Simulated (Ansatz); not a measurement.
Harmonic frequencies (cm⁻¹) at PBE0-D4/def2-TZVP from Ansatz: 72, 84, 139, 167, 210, 234, 367, 420, 422, 475, 604, 715, 854, 875, 1554, 1964, 3553, 3662.

Each molecule was computed in one conformer, which needn't be the lowest.

Question: Which molecule is it?
A. `[NH2][Ge]1([I])[O][AlH]1`
B. `C=CBI`
C. `CSC(=O)O`
D. `FCC1=CS1`

Answer: A.
